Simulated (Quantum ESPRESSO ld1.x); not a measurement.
The numbers below are computed, except where a source is named.
The mean radii <r> (bohr) of the occupied orbitals of an atom or ion are listed with their occupations. Code: ld1.x of Quantum ESPRESSO 7.5. Model: scalar-relativistic Kohn-Sham, exchange-only LDA, spin-polarised, spherical densities, point nucleus.

orbital  occ.      <r>
1s up       1  0.06101
1s down     1  0.06101
2s up       1   0.2804
2s down     1   0.2799
2p up       3   0.2478
2p down     3   0.2471
3s up       1   0.8538
3s down     1   0.8562
3p up       3   0.9052
3p down     3   0.9096
3d up       5    1.148
5s up       1    6.309

Name the element and its charge. Open shells, if any, are filled with parallel spins first.

Answer. Z = 25, manganese, charge +1: Mn+ in [Ar] 3d5 5s1. The 1s radius gives Z: for a bare nucleus <r> = (2 gamma + 1)/(2Z) with gamma = sqrt(1 - (Z/c)^2), 0.05933 bohr for Z = 25, and screening makes it slightly larger (0.06101 here). The occupations add up to 24, and the charge is Z minus that.
